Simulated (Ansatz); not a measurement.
A nudged elastic band was laid between two geometries of CH$_{7}$Ge$_{2}$I (11 atoms, charge 0, multiplicity 1).

Method: RKS PBE/def2-SVP (Ansatz 0.2.0).

```json
{
  "movable images": "9",
  "climbing image": "yes",
  "spring": "5.0 eV/Å²",
  "optimiser": "quadratic models (default)",
  "start path": "IDPP",
  "force threshold": "0.05 eV/Å",
  "iteration limit": "42",
  "end points": "relaxed"
}
```

First end point:

```xyz
11
Properties=species:S:1:pos:R:3
C -0.911 1.539 0.191
Ge -0.129 -0.087 0.978
Ge 1.148 -1.314 -0.709
I -0.444 -1.773 -2.670
H -1.537 1.269 -0.682
H -1.541 2.054 0.942
H -0.111 2.229 -0.141
H -1.237 -1.036 1.511
H 0.824 0.272 2.156
H 2.333 -0.510 -1.316
H 1.670 -2.700 -0.239
```

Last end point:

```xyz
11
Properties=species:S:1:pos:R:3
C -1.151 1.484 0.114
Ge -0.248 -0.094 0.880
Ge 1.003 -1.297 -0.859
I 3.472 -1.468 -0.196
H -1.865 1.180 -0.675
H -1.706 2.016 0.911
H -0.406 2.176 -0.325
H -1.295 -1.067 1.493
H 0.750 0.330 1.990
H 0.525 -2.759 -1.085
H 0.987 -0.557 -2.228
```

Problem. What changes between the two ends?

Solution. No bond is made or broken. The dihedral C1–Ge2–Ge3–I4 goes from -56 to 123°.

Problem. What energy profile does the band end with?

Solution. It converged. The highest image is number 10 of 0 to 10, 0.051 eV above the first end and 0.000 eV above the last; the last end lies 0.051 eV above the first. The highest image is an end point: on this band no image between the ends rises above it. Between wells the path still climbs a hump at image 3, 0.03 eV above the well before it.

```tsv
image	path coordinate (Å)	energy (eV)	dihedral C1–Ge2–Ge3–I4 (°)
0	0.00	0.000	-56
1	0.79	0.005	-38
2	1.57	0.018	-20
3	2.36	0.025	-2
4	3.15	0.020	17
5	3.94	0.009	35
6	4.72	0.004	53
7	5.51	0.012	72
8	6.30	0.029	90
9	7.09	0.046	108
10	7.74	0.051	123
```

The band took 5 iterations and about 6 core-minutes.

Time of the run: 3.1 min on 2 threads of Arm Neoverse V1 (shared host), peak memory 0.22 GiB.
